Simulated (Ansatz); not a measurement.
Basis-set extrapolation for C2H5FSi (`FC1C[SiH2]1`) (PBE0-D4/def2-TZVP geometry, frozen core, Ansatz 0.2.0). Multiplicity 1, RHF reference.

|  | def2-TZVPP | def2-QZVPP |
| --- | --- | --- |
| HF | -467.034848 | -467.051877 |
| MP2 correlation | -0.707170 | -0.761838 |
| CCSD(T) correlation | -0.770019 | not run |

Energies in hartree. Use E(X) = E(∞) + A·exp(−7.88·√X) for Hartree–Fock and E(X) = E(∞) + B·X^(−2.97) for correlation, with X = 3 and 4, and add CCSD(T) minus MP2 of the smaller set to the MP2 limit.

**Question.** What is the CCSD(T) energy at the basis-set limit?

**Answer.** HF limit: -467.051877 + (-0.017029) × 0.13774 = -467.05422. MP2 limit: -0.761838 + (-0.054668) × 0.74074 = -0.80233. Higher-order term: -0.770019 − (-0.707170) = -0.06285. Total: -467.91940 hartree, 300.7 kJ/mol below CCSD(T)/def2-TZVPP.
